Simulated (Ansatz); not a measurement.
Coupled-cluster diagnostics for TeSe2, Ansatz.

Geometry of the singlet (B3LYP-D4/def2-TZVP):

```xyz
3

Se   -1.0749    1.1717    1.1732
Se    0.3129    0.6052   -0.4697
Te    0.7620   -1.7770   -0.7035
```

In the def2 sets Te takes a core potential; there is no spin–orbit coupling. Correlated methods freeze 22 core orbitals; core or outer-core shells of Se, Te are correlated, in sets that lack core-valence functions. Another isomer (singlet) lies 0.46 eV lower at PBE0-D4/def2-TZVP; other spin states weren't run for this one.

Task: Estimate the CCSD(T) correlation energy, the shares of MP2 and (T), T1 and the reference's ⟨S²⟩ for: charge 0, singlet, own geometry in def2-TZVPP; and the rough time on 4 threads of Arm Neoverse V1 on a shared host.

Result: 
```
                          state       basis  correlation (eV)  MP2 share (%)  (T) share (%)     T1  ⟨S²⟩ (pure)  wall time                  remarks
charge 0, singlet, own geometry  def2-TZVPP           -27.859           99.2            4.5  0.017  0.00 (0.00)       35 s  restricted SCF unstable
```
Customary marks for T1 are 0.02 (closed shells), 0.045 (open shells) and about 0.05 (3d metals). T1 stays under 0.02 throughout.
